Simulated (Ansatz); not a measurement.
`CC[SiH](O)[SiH3]` and `O[SiH]([SiH3])CCl` differ in one atom or group.

Ansatz, PBE0-D4/def2-TZVP geometries, multiplicity 1. Each molecule was computed in one conformer, which needn't be the lowest.

| property | `CC[SiH](O)[SiH3]` |
| --- | --- |
| HOMO energy (PBE0/def2-TZVPP) / eV | -7.66 |
| HOMO–LUMO gap (PBE0/def2-TZVPP) / eV | 7.57 |
| HOMO–LUMO gap (ωB97M-V/def2-TZVPP) / eV | 11.30 |
| LUMO energy (PBE0/def2-TZVPP) / eV | -0.09 |
| size of the dipole moment (ωB97M-V/def2-TZVPP) / D | 1.81 |
| HOMO–LUMO gap (PBE/def2-TZVPP) / eV | 5.50 |

What does the change do to each property? (Best estimate.)

Computed: 
```csv
property,`O[SiH]([SiH3])CCl`,shift
HOMO energy (PBE0/def2-TZVPP) / eV,-7.92,-0.26
HOMO–LUMO gap (PBE0/def2-TZVPP) / eV,7.39,-0.18
HOMO–LUMO gap (ωB97M-V/def2-TZVPP) / eV,11.31,0.01
LUMO energy (PBE0/def2-TZVPP) / eV,-0.53,-0.44
size of the dipole moment (ωB97M-V/def2-TZVPP) / D,0.84,-0.97
HOMO–LUMO gap (PBE/def2-TZVPP) / eV,5.25,-0.25
```

With PBE0 the HOMO falls by 0.26 eV and the LUMO falls by 0.44 eV, so the gap narrows by about 0.18 eV. PBE moves the HOMO by -0.22 eV and ωB97M-V by -0.27 eV. Dipoles are sizes alone; their direction can turn.
